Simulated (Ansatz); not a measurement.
C₃H₈AlB, SMILES `B[C]1([AlH2])CC1`. Total charge 0; spin multiplicity 1.

```xyz
13

B    -1.593    0.357    0.517
C    -0.164   -0.082    0.211
Al    0.414   -1.923    0.331
C     0.324    0.688   -1.067
C     0.909    1.017    0.229
H    -1.863    1.531    0.536
H    -2.479   -0.432    0.701
H     1.897   -2.257   -0.148
H    -0.538   -3.070    0.876
H    -0.373    1.388   -1.515
H     0.906    0.120   -1.784
H     0.630    1.957    0.692
H     1.929    0.704    0.422
```

Give the diagnostics of a CCSD(T)/def2-TZVPP run (frozen core, the Gaussian-basis code of Ansatz). (An estimate is asked.)

Ansatz gave: T1 = 0.0102, largest single amplitude 0.015, largest double 0.017, (T) share of the correlation energy 4.0 %, 9 CCSD cycles. The RHF solution is stable towards an unrestricted one. T1 lies under the customary mark of 0.02 for closed shells.
